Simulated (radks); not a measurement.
Initial-state core-level shifts of the vanadium ion V3+ when its valence configuration changes from [Ar] 3d2. Method: non-relativistic Kohn-Sham, PBE, spin-polarised, spherical densities, point nucleus; open shells are filled with parallel spins first; computed with a radial shooting solver on a logarithmic mesh with Libxc functionals. Shifts are changes of the shell-averaged eigenvalues in eV (positive: less bound); the change of the density at the nucleus, which sets a Mossbauer isomer shift, is in e/bohr^3, on a base of 8183.

valence               1s       2s       3s       3p  density at nucleus
3d1 4p1           -9.654  -10.938   -8.705   -8.411             +2.2846
3d1.5 4s0.5       -4.218   -4.831   -3.803   -3.664             +4.6793
4s2              -18.405  -21.089  -15.946  -15.385            +21.4352
3d1 4s1           -8.674   -9.943   -7.720   -7.441             +9.8217
3d1.5 4p0.5       -4.721   -5.338   -4.309   -4.164             +1.0765
4p2              -20.097  -22.856  -17.654  -17.062             +5.0873
3d1 4s0.5 4p0.5   -9.163  -10.441   -8.213   -7.927             +6.0486
